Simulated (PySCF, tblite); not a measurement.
Potential energy surface of H₃O (cation, charge +1), singlet: umbrella (inversion) coordinate, bond length relaxed. Scanned: angle between the O-H bonds and the threefold axis (90 = planar). Other coordinates (O-H bond length) were minimised at PBE0/def2-TZVP.

- GFN2-xTB, 300 K electronic temperature (tblite)
- CCSD(T) on RHF/cc-pVTZ, 1 core orbital frozen (PySCF)

Energies relative to the lowest point of each profile, in kcal/mol; the last columns give the difference from CCSD(T):

```
a / °  GFN2-xTB  CCSD(T)  GFN2-xTB − CCSD(T)
-----  --------  -------  ------------------
90          2.5      2.2                 0.3
93          2.3      2.0                 0.3
96          1.8      1.6                 0.2
99          1.2      1.1                 0.0
102         0.5      0.6                -0.1
105         0.0      0.1                -0.1
108         0.0      0.0                 0.0
111         0.6      0.4                 0.2
114         1.9      1.5                 0.4
117         4.1      3.5                 0.6
120         7.5      6.7                 0.8
123        12.1     11.2                 0.9
126        18.0     17.3                 0.7
129        25.4     25.1                 0.4
132        34.5     34.9                -0.3
```

GFN2-xTB is furthest from CCSD(T) at 123 (0.9 kcal/mol, above); its mean absolute difference over the points is 0.4 kcal/mol.
